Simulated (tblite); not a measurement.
Species: C4H11N3Si.
SMILES with atom numbers: `[CH:1]#[C:2][CH2:3][NH:4][Si@H:5]([NH2:6])[NH:7][CH3:8]` (hydrogens: H9 on C1; H10, H11 on C3; H12 on N4; H13 on Si5; H14, H15 on N6; H16 on N7; H17, H18, H19 on C8)

Computed with GFN2-xTB (tblite), gas phase: L-BFGS steps from a force-field or distance-geometry start until the largest atomic force falls under 0.01 eV/Å.

Step 58: E = -670.4114 eV
```
atom  x, y, z in Å  |  force x, y, z in eV/Å
C1     -3.5985    0.8386    0.9665    0.006   0.034   0.017
C2     -2.9149   -0.0355    0.5199    0.009  -0.060  -0.019
C3     -2.1128   -1.1243   -0.0103    0.017  -0.006  -0.011
N4     -0.7346   -1.0301    0.4217    0.012  -0.015   0.019
Si5     0.2957    0.2461   -0.0853   -0.014   0.029  -0.007
N6      0.3812    0.4014   -1.8079    0.014  -0.001  -0.009
N7      1.8166   -0.2035    0.6109   -0.044  -0.016   0.048
C8      3.0343    0.4876    0.2678   -0.009  -0.030   0.018
H9     -4.1860    1.6178    1.3505   -0.007   0.013   0.004
H10    -2.1936   -1.1005   -1.1083    0.000   0.020  -0.013
H11    -2.5480   -2.0674    0.3416    0.023   0.012   0.007
H12    -0.3215   -1.9274    0.6124   -0.011   0.000  -0.004
H13    -0.2776    1.5201    0.3588    0.007   0.015  -0.027
H14     0.6449   -0.4051   -2.3527   -0.006  -0.018   0.005
H15     0.8272    1.2198   -2.1893   -0.011   0.002   0.003
H16     1.7914   -0.4133    1.5982    0.018  -0.018  -0.018
H17     3.8961   -0.0817    0.6199    0.032  -0.011  -0.012
H18     3.0963    0.5704   -0.8157   -0.026   0.030   0.007
H19     3.0938    1.4962    0.6938   -0.011   0.020  -0.010
```

Step 59: E = -670.4118 eV
```
atom  x, y, z in Å  |  force x, y, z in eV/Å
C1     -3.5949    0.8407    0.9673    0.028  -0.006  -0.002
C2     -2.9133   -0.0350    0.5197   -0.041  -0.006  -0.004
C3     -2.1130   -1.1235   -0.0127    0.011  -0.001  -0.003
N4     -0.7360   -1.0308    0.4232    0.022  -0.014   0.009
Si5     0.2948    0.2461   -0.0834   -0.015   0.024  -0.003
N6      0.3816    0.3955   -1.8063    0.005   0.000  -0.010
N7      1.8171   -0.2004    0.6115   -0.037  -0.013   0.042
C8      3.0352    0.4908    0.2681   -0.023  -0.030   0.018
H9     -4.1839    1.6186    1.3523    0.003   0.009   0.003
H10    -2.1932   -1.0986   -1.1108    0.008   0.026  -0.012
H11    -2.5503   -2.0664    0.3367    0.023   0.004   0.013
H12    -0.3253   -1.9303    0.6092    0.005   0.002  -0.002
H13    -0.2803    1.5202    0.3599    0.012   0.003  -0.033
H14     0.6466   -0.4130   -2.3476   -0.004  -0.012   0.005
H15     0.8233    1.2139   -2.1922   -0.008   0.001   0.003
H16     1.7939   -0.4140    1.5979    0.017  -0.017  -0.015
H17     3.8964   -0.0831    0.6140    0.032  -0.006  -0.021
H18     3.0930    0.5822   -0.8155   -0.025   0.021   0.025
H19     3.0986    1.4965    0.7012   -0.014   0.015  -0.012
```

Step 60: E = -670.4122 eV
```
atom  x, y, z in Å  |  force x, y, z in eV/Å
C1     -3.5902    0.8424    0.9679    0.029  -0.017  -0.008
C2     -2.9121   -0.0355    0.5189   -0.056   0.016  -0.001
C3     -2.1127   -1.1235   -0.0156    0.000   0.008   0.004
N4     -0.7369   -1.0322    0.4240    0.019  -0.015  -0.001
Si5     0.2931    0.2466   -0.0809   -0.006   0.011  -0.002
N6      0.3819    0.3908   -1.8041   -0.006   0.001  -0.006
N7      1.8162   -0.1963    0.6140   -0.023  -0.014   0.028
C8      3.0348    0.4932    0.2684   -0.023  -0.020   0.016
H9     -4.1792    1.6202    1.3537    0.009   0.004   0.002
H10    -2.1930   -1.0965   -1.1139    0.017   0.027  -0.005
H11    -2.5513   -2.0662    0.3319    0.020  -0.005   0.013
H12    -0.3286   -1.9336    0.6055    0.020   0.008   0.000
H13    -0.2830    1.5206    0.3611    0.010   0.000  -0.036
H14     0.6472   -0.4196   -2.3423   -0.001  -0.007   0.003
H15     0.8201    1.2092   -2.1934   -0.003   0.003  -0.001
H16     1.7964   -0.4139    1.5992    0.011  -0.016  -0.002
H17     3.8964   -0.0843    0.6089    0.020   0.001  -0.029
H18     3.0882    0.5904   -0.8150   -0.023   0.009   0.027
H19     3.1027    1.4975    0.7043   -0.017   0.007  -0.003
```

**Question.** Estimate the geometry and energy of step 61. (The exact step hangs on the optimiser's Hessian estimate; all steps are aligned on step 60, rigid shifts and turns removed.)

**Answer.** E = -670.4126 eV, largest force 0.079 eV/Å
```
atom  x, y, z in Å  |  force x, y, z in eV/Å
C1     -3.5900    0.8429    0.9690    0.029  -0.025  -0.013
C2     -2.9125   -0.0354    0.5190   -0.068   0.040   0.008
C3     -2.1121   -1.1223   -0.0162   -0.008   0.010   0.008
N4     -0.7368   -1.0317    0.4252    0.010  -0.002  -0.012
Si5     0.2927    0.2476   -0.0813    0.002  -0.012   0.006
N6      0.3823    0.3869   -1.8047   -0.011   0.001  -0.004
N7      1.8154   -0.1953    0.6140    0.011  -0.003   0.011
C8      3.0349    0.4943    0.2699   -0.025   0.001   0.007
H9     -4.1811    1.6197    1.3546    0.020  -0.006  -0.002
H10    -2.1927   -1.0940   -1.1147    0.023   0.024   0.003
H11    -2.5504   -2.0649    0.3312    0.015  -0.011   0.008
H12    -0.3308   -1.9342    0.6056    0.034   0.010   0.001
H13    -0.2818    1.5225    0.3587    0.005   0.003  -0.035
H14     0.6490   -0.4247   -2.3406    0.001   0.000   0.004
H15     0.8175    1.2059   -2.1959    0.000   0.001  -0.007
H16     1.7978   -0.4197    1.5973    0.005  -0.014   0.008
H17     3.8974   -0.0856    0.6051    0.002   0.008  -0.033
H18     3.0862    0.5997   -0.8133   -0.025  -0.007   0.038
H19     3.1052    1.4976    0.7097   -0.021  -0.017   0.003
```

The energy changes by -0.0004 eV. The first-order estimate −F·Δx gives -0.0005 eV and the mean of the old and new forces, exact on a quadratic surface, -0.0004 eV. The step makes an angle of 75° with the force vector and moves no atom by more than 0.010 Å.

The cost below is that of the whole relaxation. On one thread, Arm Neoverse N1 (aarch64), shared host, this took 2.9 s.
